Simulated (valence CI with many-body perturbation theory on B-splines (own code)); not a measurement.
# E1 line list for Tb51+

Level of theory: relativistic CI+MBPT: four valence electrons over a frozen Dirac-Fock core [Ne], a basis of 11 s, 11 p, 10 d, 8 f, 5 g, 2 h functions for each j, with the one-electron correlation potential Σ1, the two-electron term Σ2, the three-electron term Σ3, Breit, model QED; selected CI, second order for the rest, scaled by the run's own slope (own B-spline code, finite nucleus).

The last digits are not significant, and no measured levels were compared; by estimate large intervals hold to a few tenths of a per cent, small ones and those within an open d or f shell to about a per cent. Among the levels kept, up to 590 cm⁻¹ of a level comes from second order outside the variational space, and about a tenth of that is noise between levels of different J, which matters for small intervals.

Lines 51 to 100 of 550 in falling wavelength, among levels below 9157.1 × 10³ cm⁻¹, chosen from the strongest by gf and those to the six lowest levels. Wavelengths and rates use the calculated energies. Electric multipoles are in the length gauge, E1 and E2 with the static RPA response of the core. Weak lines are less certain than strong ones. Lines between different terms over intervals too small for the method are left out, as are lines whose strength nearly cancels. The highest levels of a list are the least certain.

Levels are named by their leading jj configuration (3d3/2^4 stands for four electrons in 3d with j = 3/2), which in mixed levels can hold well under half, so a name can repeat and another be missing. Letters in brackets count levels of one name in rising energy.

| λ vac (Å) | Upper | Lower | A (s⁻¹) | S (a.u.) |
| --- | --- | --- | --- | --- |
| 76.49 | (3s 3p1/2 3p3/2 3d5/2) J=4 [c] | (3s^2 3p3/2 3d5/2) J=4 | 1.34e+10 | 2.67e-02 |
| 76.39 | (3p1/2^2 3p3/2 3d5/2) J=2 | (3s 3p1/2 3p3/2 3d5/2) J=3 [a] | 2.57e+10 | 2.83e-02 |
| 76.31 | (3p1/2 3p3/2^2 3d5/2) J=4 [b] | (3s 3p3/2^2 3d5/2) J=4 [a] | 2.50e+10 | 4.94e-02 |
| 76.30 | (3p1/2 3p3/2^2 3d5/2) J=4 [a] | (3s 3p3/2^2 3d5/2) J=5 | 3.39e+10 | 6.68e-02 |
| 76.00 | (3p1/2^2 3d3/2 3d5/2) J=4 | (3s 3p1/2 3d3/2 3d5/2) J=5 | 5.80e+10 | 1.13e-01 |
| 75.58 | (3p1/2 3p3/2^2 3d3/2) J=2 [b] | (3s 3p3/2^2 3d3/2) J=3 [a] | 2.01e+10 | 2.14e-02 |
| 75.05 | (3p1/2 3p3/2^2 3d3/2) J=3 [b] | (3s 3p3/2^2 3d3/2) J=4 | 4.26e+10 | 6.22e-02 |
| 75.01 | (3p1/2^2 3d3/2 3d5/2) J=3 | (3s 3p1/2 3d3/2 3d5/2) J=4 [a] | 5.06e+10 | 7.38e-02 |
| 74.85 | (3s 3p1/2^2 3d3/2) J=1 | (3s 3p1/2^2 3p3/2) J=1 | 1.08e+10 | 6.70e-03 |
| 74.75 | (3p1/2^2 3p3/2 3d5/2) J=4 | (3s 3p1/2 3p3/2 3d5/2) J=5 | 5.41e+10 | 1.00e-01 |
| 74.17 | (3p1/2^2 3p3/2 3d3/2) J=3 | (3s 3p1/2 3p3/2 3d3/2) J=4 | 6.26e+10 | 8.83e-02 |
| 74.06 | (3p1/2 3p3/2^2 3d5/2) J=5 | (3s 3p3/2^2 3d5/2) J=5 | 2.75e+10 | 6.07e-02 |
| 73.95 | (3p1/2^2 3p3/2 3d3/2) J=2 | (3s 3p1/2 3p3/2 3d3/2) J=3 [a] | 3.86e+10 | 3.85e-02 |
| 73.32 | (3p1/2^2 3d3/2^2) J=2 | (3s 3p1/2 3d3/2^2) J=2 [a] | 3.05e+10 | 2.96e-02 |
| 72.62 | (3s 3p1/2 3p3/2 3d3/2) J=2 [b] | (3s 3p1/2 3p3/2^2) J=3 | 3.85e+10 | 3.64e-02 |
| 72.29 | (3s 3p1/2^2 3d3/2) J=2 | (3s 3p1/2^2 3p3/2) J=1 | 3.26e+09 | 3.04e-03 |
| 72.11 | (3p1/2 3p3/2^2 3d3/2) J=2 [c] | (3s 3p3/2^2 3d3/2) J=3 [a] | 2.11e+10 | 1.95e-02 |
| 70.39 | (3p1/2^2 3d3/2 3d5/2) J=2 | (3s 3p1/2 3d3/2 3d5/2) J=3 [a] | 3.54e+10 | 3.05e-02 |
| 69.35 | (3s^2 3p1/2 3d3/2) J=2 | (3s^2 3p1/2 3p3/2) J=2 | 5.81e+09 | 4.78e-03 |
| 68.71 | (3p1/2^2 3p3/2 3d3/2) J=1 | (3s 3p1/2 3p3/2 3d3/2) J=2 [b] | 5.77e+10 | 2.77e-02 |
| 67.10 | (3p1/2^2 3p3/2 3d5/2) J=4 | (3s 3p1/2 3p3/2 3d5/2) J=4 [a] | 2.81e+10 | 3.76e-02 |
| 66.36 | (3s^2 3p1/2 3d3/2) J=2 | (3s^2 3p1/2 3p3/2) J=1 | 2.57e+08 | 1.85e-04 |
| 65.23 | (3s 3p1/2^2 3d3/2) J=1 | (3s 3p1/2^2 3p3/2) J=2 | 3.87e+09 | 1.59e-03 |
| 64.87 | (3s 3p1/2 3d3/2 3d5/2) J=4 [b] | (3s 3p1/2 3p3/2 3d5/2) J=4 [b] | 1.78e+10 | 2.16e-02 |
| 63.39 | (3s 3p1/2^2 3d5/2) J=3 | (3s^2 3p1/2 3d3/2) J=2 | 1.11e+08 | 9.74e-05 |
| 63.27 | (3s 3p1/2^2 3d3/2) J=2 | (3s 3p1/2^2 3p3/2) J=2 | 1.10e+10 | 6.87e-03 |
| 60.39 | (3p1/2^2 3d3/2 3d5/2) J=4 | (3p1/2^2 3p3/2 3d5/2) J=4 | 2.90e+10 | 2.83e-02 |
| 59.78 | (3s 3p1/2^2 3d5/2) J=2 | (3s^2 3p1/2 3d3/2) J=2 | 1.08e+09 | 5.70e-04 |
| 59.60 | (3s 3p1/2 3d3/2 3d5/2) J=5 | (3s 3p1/2 3p3/2 3d5/2) J=5 | 1.89e+10 | 2.17e-02 |
| 57.86 | (3s^2 3p1/2 3d3/2) J=1 | (3s^2 3p1/2 3p3/2) J=2 | 3.30e+09 | 9.48e-04 |
| 56.96 | (3s 3p1/2 3d5/2^2) J=4 [a] | (3s 3p1/2 3p3/2 3d5/2) J=3 [c] | 2.52e+10 | 2.07e-02 |
| 56.77 | (3s 3p1/2 3d5/2^2) J=3 [b] | (3s 3p1/2 3p3/2 3d5/2) J=2 [d] | 8.40e+10 | 5.31e-02 |
| 56.26 | (3s 3p1/2 3d5/2^2) J=3 [a] | (3s 3p1/2 3p3/2 3d5/2) J=2 [c] | 2.82e+10 | 1.73e-02 |
| 56.09 | (3s 3p1/2 3d5/2^2) J=3 [b] | (3s^2 3d3/2^2) J=2 | 3.58e+10 | 2.18e-02 |
| 55.76 | (3s^2 3p1/2 3d3/2) J=1 | (3s^2 3p1/2 3p3/2) J=1 | 1.82e+09 | 4.67e-04 |
| 55.59 | (3s 3p1/2 3d5/2^2) J=4 [b] | (3s 3p1/2 3p3/2 3d5/2) J=3 [d] | 1.29e+11 | 9.85e-02 |
| 55.20 | (3s 3p1/2 3d5/2^2) J=5 | (3s 3p1/2 3p3/2 3d5/2) J=4 [c] | 5.01e+10 | 4.57e-02 |
| 55.17 | (3s 3p1/2 3d3/2 3d5/2) J=3 [b] | (3s 3p1/2 3p3/2 3d3/2) J=3 [c] | 2.72e+10 | 1.58e-02 |
| 54.97 | (3s 3p1/2 3d5/2^2) J=3 [b] | (3s 3p1/2 3p3/2 3d5/2) J=2 [c] | 4.97e+10 | 2.85e-02 |
| 54.75 | (3s 3p1/2 3d5/2^2) J=3 [b] | (3s 3p1/2 3p3/2 3d5/2) J=3 [d] | 4.62e+10 | 2.62e-02 |
| 54.63 | (3s 3p1/2 3d3/2 3d5/2) J=4 [b] | (3s 3p1/2 3p3/2 3d3/2) J=3 [c] | 6.62e+10 | 4.79e-02 |
| 54.61 | (3s^2 3d5/2^2) J=4 | (3s^2 3p3/2 3d5/2) J=3 | 1.80e+11 | 1.30e-01 |
| 54.44 | (3s^2 3d5/2^2) J=2 [a] | (3s^2 3p3/2 3d5/2) J=1 | 3.88e+10 | 1.54e-02 |
| 54.20 | (3s 3p1/2 3d5/2^2) J=2 [b] | (3s 3p1/2 3p3/2 3d5/2) J=2 [c] | 4.10e+10 | 1.61e-02 |
| 53.98 | (3s^2 3d5/2^2) J=2 [b] | (3s^2 3p3/2 3d5/2) J=1 | 4.50e+10 | 1.75e-02 |
| 53.91 | (3s 3p1/2 3d5/2^2) J=4 [a] | (3s 3p1/2 3p3/2 3d5/2) J=3 [b] | 6.98e+10 | 4.86e-02 |
| 53.83 | (3s 3p1/2 3d3/2 3d5/2) J=3 [d] | (3s 3p1/2 3p3/2 3d3/2) J=2 [e] | 1.02e+11 | 5.49e-02 |
| 53.53 | (3s 3p3/2^2 3d5/2) J=1 [a] | (3s 3p3/2^3) J=2 | 7.10e+10 | 1.61e-02 |
| 53.22 | (3s 3p1/2^2 3d5/2) J=2 | (3s 3p1/2^2 3p3/2) J=1 | 8.50e+10 | 3.16e-02 |
| 52.98 | (3s 3p1/2 3d3/2 3d5/2) J=1 [c] | (3s 3p1/2 3p3/2 3d3/2) J=1 [c] | 8.37e+10 | 1.84e-02 |
